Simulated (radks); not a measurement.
Tm, configuration [Xe] 4f13 6s2 (the NIST ground configuration).

Calculated with a radial shooting solver on a logarithmic mesh with Libxc functionals: Dirac Kohn-Sham, PBE, spin-unpolarised, spherical densities, finite nucleus; open shells fill j = l - 1/2 first; Fermi nuclear charge, rms radius 5.2256 fm.

Energy parts (hartree):
part                       energy
total                 -13580.7078
kinetic                15034.1597
electron-nucleus      -33660.5925
Hartree                 5332.5978
exchange-correlation    -286.8728

Orbitals (lengths in bohr, moments of r in powers of bohr):
| orbital | occ. | eigenvalue (hartree) | <r^2> |
|---|---|---|---|
| 1s1/2 | 2 | -2175.665 | 0.0005486 |
| 2s1/2 | 2 | -366.8638 | 0.008457 |
| 2p1/2 | 2 | -349.7197 | 0.006089 |
| 2p3/2 | 4 | -313.6993 | 0.007305 |
| 3s1/2 | 2 | -82.44606 | 0.05571 |
| 3p1/2 | 2 | -74.89219 | 0.05148 |
| 3p3/2 | 4 | -67.28617 | 0.05827 |
| 3d3/2 | 4 | -54.38477 | 0.04577 |
| 3d5/2 | 6 | -52.72249 | 0.04765 |
| 4s1/2 | 2 | -16.23921 | 0.2800 |
| 4p1/2 | 2 | -13.19978 | 0.2920 |
| 4p3/2 | 4 | -11.48335 | 0.3297 |
| 4d3/2 | 4 | -6.48031 | 0.3712 |
| 4d5/2 | 6 | -6.16807 | 0.3861 |
| 4f5/2 | 6 | -0.13733 | 0.8934 |
| 4f7/2 | 7 | -0.09342 | 0.9722 |
| 5s1/2 | 2 | -1.95695 | 1.711 |
| 5p1/2 | 2 | -1.13845 | 2.218 |
| 5p3/2 | 4 | -0.92889 | 2.611 |
| 6s1/2 | 2 | -0.14248 | 18.04 |

The highest occupied level is 4f7/2 at -2.542 eV. Summed over all electrons, <r^2> = 73.80 bohr^2, which gives a Langevin (diamagnetic) susceptibility term of -58.4 x 10^-6 cm^3/mol. The electron density at the nucleus is 9.497e+05 e/bohr^3. For comparison, the ionisation energy in NIST's Atomic Spectra Database is 6.184 eV (measured). In exact Kohn-Sham theory the highest level is minus the ionisation energy, but local and semilocal functionals leave it too shallow, through self-interaction and a potential that decays too fast; potentials with the right tail come closer.

Beside tabulated values, note that spin-unpolarised runs miss the spin-polarisation part of the exchange energy of open shells.
